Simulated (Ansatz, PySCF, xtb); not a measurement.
Barrier from R1 to the saddle point P1, each structure at its B3LYP-D3(BJ)/def2-TZVP stationary point, reached from a drawn start; harmonic modes at that level show the others as minima.
P1, AlH4P, a first-order saddle point (one imaginary mode, 400i cm⁻¹) (charge 0, multiplicity 1):
| atom | x (Å) | y (Å) | z (Å) |
|---|---|---|---|
| Al | -1.1583 | 0.0000 | 0.0000 |
| P | 1.0674 | 0.0000 | 0.0000 |
| H | -1.8527 | 1.4094 | 0.0000 |
| H | -1.8527 | -1.4094 | 0.0000 |
| H | 1.8981 | 1.1216 | 0.0000 |
| H | 1.8981 | -1.1216 | 0.0000 |
R1, AlH4P (SMILES [AlH2][PH2]) (charge 0, multiplicity 1, Z-matrix in Å and degrees):
```
Al
H 1 1.5801
H 1 1.5801 2 121.01
P 1 2.3300 2 119.37 3 174.17
H 4 1.4183 1 94.96 2 44.88
H 4 1.4183 5 95.50 1 -95.48
```

P less R. No zero-point or thermal terms. No path was followed down from the saddle.

Frozen-core correlation throughout.

Codes used: Ansatz (Gaussian basis) for Hartree–Fock, density functionals and correlated methods; PySCF for the D3/D4 terms; xtb for the GFN methods. No computed number here is a measurement.

```json
[
 {"level": "GFN1-xTB", "barrier height (kcal/mol)": "17.76"},
 {"level": "HF/cc-pV(D+d)Z", "barrier height (kcal/mol)": "10.06"},
 {"level": "HF/cc-pV(T+d)Z", "barrier height (kcal/mol)": "9.13"},
 {"level": "SVWN5/def2-TZVPP", "barrier height (kcal/mol)": "8.45"},
 {"level": "PBE-D3(BJ)/def2-TZVPP", "barrier height (kcal/mol)": "9.45"},
 {"level": "BLYP-D3(BJ)/def2-TZVPP", "barrier height (kcal/mol)": "9.61"},
 {"level": "MP2/cc-pV(T+d)Z", "barrier height (kcal/mol)": "?"},
 {"level": "SCS-MP2/cc-pV(D+d)Z", "barrier height (kcal/mol)": "?"},
 {"level": "CCSD(T)/cc-pV(T+d)Z", "barrier height (kcal/mol)": "?"}
]
```

Problem. Fill in the missing entries.

Solution. 
- MP2/cc-pV(T+d)Z, barrier height (kcal/mol): 9.39
- SCS-MP2/cc-pV(D+d)Z, barrier height (kcal/mol): 10.41
- CCSD(T)/cc-pV(T+d)Z, barrier height (kcal/mol): 9.56

Ansatz is a quantum-chemistry and plane-wave program.
